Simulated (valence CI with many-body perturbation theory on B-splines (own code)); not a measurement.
**Valence orbitals of Bi LXII**

Computed by configuration interaction combined with many-body perturbation theory (CI+MBPT): four valence electrons over a frozen Dirac-Fock core [Ar], radial functions for each j: 7 s, 7 p, 8 d, 6 f, 4 g, 1 h, with the one-electron correlation potential Σ1, the two-electron term Σ2, the three-electron term Σ3, Breit, model QED; selected CI, second order for the rest, scaled by the run's own slope (own B-spline code, finite nucleus).

The last digits are not significant, and no measured levels were compared; by estimate large intervals hold to a few tenths of a per cent, small ones and those within an open d or f shell to about a per cent. Excitations out of the core, of the other parity, are not computed and may begin above about 282 eV (a cautious bound); beyond it only levels of the ground parity were kept, without lifetimes. Only levels of the ground parity were solved; by the run's estimate the other parity begins above the list, which can be wrong where configurations are misplaced.

These are the spectroscopic orbitals of the CI (the correlating ones are not listed), shaped by the core and the other valence electrons. h is the expectation value of the core's Dirac-Fock operator, without the valence repulsion; Σ1 is computed up to l = 3 at one energy for each symmetry, that of its lowest orbital but kept below the first core excitation, so for empty shells it is not the orbital's own correlation shift; Breit and QED include the response of the core.

```tsv
Orbital	h (hartree)	Σ1 (cm⁻¹)	Breit (cm⁻¹)	QED (cm⁻¹)	⟨r⟩ (bohr)
4s1/2	-159.42	-8795	25676	20242	0.3148
5s1/2	-98.07	-3388	12328	9970	0.5113
6s1/2	-66.385	-1704	6730	5576	0.7572
4p1/2	-155.62	-11498	41009	1690	0.3079
5p1/2	-96.18	-4164	20098	858	0.5071
6p1/2	-65.316	-2054	11048	487	0.7556
4p3/2	-147.09	-10276	22371	3137	0.3273
5p3/2	-92.005	-3951	11169	1593	0.5311
6p3/2	-62.966	-1991	6970	908	0.7845
3d3/2	-262.36	-22490	50242	-3125	0.1434
4d3/2	-142.05	-11575	19338	-871	0.3064
5d3/2	-89.56	-4467	9448	-386	0.5157
3d5/2	-257.4	-19529	27208	-476	0.1476
4d5/2	-140.13	-10722	10438	83.4	0.3115
5d5/2	-88.597	-4066	5062	83.2	0.5220
4f5/2	-135.67	-29598	3422	-751	0.2746
5f5/2	-86.529	-11384	1492	-352	0.4889
4f7/2	-134.94	-21922	526	-312	0.2770
5f7/2	-86.139	-8482	346	-129	0.4918
5g7/2	-84.918		326	-115	0.4375
5g9/2	-84.725		-28.1	-2.6	0.4391
```

Among the shells of the start configuration 3d4, Σ1 is largest in size for 3d3/2, where it is 0.039 % of h.

Lowest root of each symmetry, sizes in configuration state functions:

```tsv
J	Parity	Roots	Reference	Variational	Second order	Change by selected CI (cm⁻¹)	Change by second order (cm⁻¹)
0	even	5	37	4282	6719	-13838	-1
1	even	4	93	10644	1392	-11640	-1
2	even	8	133	16324	1316	-13627	-1
3	even	6	136	17362	2273	-13813	-2
4	even	7	121	17304	1692	-12837	-2
5	even	2	88	13167	2672	-11357	-3
6	even	2	56	10387	1569	-11499	-2
```
